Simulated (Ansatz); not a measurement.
Reaction (cleavage of the Ge–Al bond): `[Cl][Al]([Cl])[GeH3]` + `O[SiH3]` → `[SiH3][O][GeH3]` + `[Cl][AlH][Cl]`

Program: Ansatz. Geometries: PBE0-D4/def2-TZVP. ΔE: electronic, gas phase. CCSD(T)/CBS is the MP2 limit (def2-TZVPP, def2-QZVPP) plus CCSD(T) − MP2 in def2-TZVPP, frozen cores. This one scheme is used for every species. DFT in def2-TZVPP. B3LYP here is the variant with VWN-RPA as its local correlation; programs differ in this. For Ge outer-core shells are correlated without core-valence functions, which leaves a few kJ/mol of doubt a bond. Scalar relativity is left out up to krypton.

`[Cl][Al]([Cl])[GeH3]`:

```xyz
7

Cl   -2.834    0.774    0.530
Al   -1.050    0.591   -0.544
Cl   -1.025    1.375   -2.481
Ge    0.910   -0.503    0.451
H     1.327    0.231    1.737
H     0.570   -1.955    0.826
H     2.102   -0.513   -0.518
```

`O[SiH3]`:

Cartesian coordinates in Å:
```
O -1.235 0.285 -0.187
Si 0.304 -0.242 0.075
H -1.366 1.218 -0.359
H 1.181 0.019 -1.099
H 0.199 -1.700 0.311
H 0.917 0.420 1.260
```

`[SiH3][O][GeH3]`:

```xyz
9

Si   -0.439    0.423    1.427
O    -0.150   -0.649    0.230
Ge    0.433   -0.527   -1.443
H     0.802    1.161    1.796
H    -0.936   -0.325    2.608
H    -1.460    1.426    1.012
H     0.443   -1.962   -1.980
H     1.845    0.083   -1.421
H    -0.537    0.370   -2.230
```

`[Cl][AlH][Cl]`:

```xyz
4

Cl    1.558   -1.238   -0.295
Al    0.026    0.141   -0.003
Cl   -1.897   -0.581    0.333
H     0.313    1.678   -0.035
```

| level | ΔE (kJ/mol) | difference from CCSD(T)/CBS |
| --- | --- | --- |
| revPBE-D4 | 10.6 | 11.3 |
| PBE0-D4 | 11.0 | 11.7 |
| B3LYP-D4 | -2.4 | -1.7 |
| r2SCANh-D4 | 2.4 | 3.1 |
| r2SCAN0-D4 | 2.0 | 2.7 |
| revPBE | 15.0 | 15.7 |
| B3LYP | -1.6 | -0.9 |
| BHLYP | -10.2 | -9.5 |
| MP2/def2-SVP | -18.5 | -17.8 |
| MP2/def2-TZVPP | -8.3 | -7.6 |
| CCSD(T)/def2-TZVPP | -4.9 | -4.2 |
| HF/def2-QZVPP | -29.6 | -28.9 |
| SCS-MP2/def2-QZVPP | -14.2 | -13.5 |
| HF/CBS(def2) | -30.0 | -29.3 |
| MP2/CBS(def2) | -4.1 | -3.4 |
| CCSD/CBS(def2) | -2.7 | -2.0 |
| CCSD(T)/CBS | -0.7 | 0 |

Largest T1 diagnostic among the species: 0.012.

From BLYP to BHLYP (50 % exact exchange), in def2-TZVPP and without D4, ΔE moves by −11.6 kJ/mol. At CCSD(T), def2-SVP lies −13.5 kJ/mol from the extrapolated value and def2-TZVPP −4.2 kJ/mol. In def2-TZVPP, CCSD(T) changes the Hartree–Fock value by +22.4 kJ/mol (the triples alone add +2.0 kJ/mol) and MP2 by +19.1 kJ/mol.
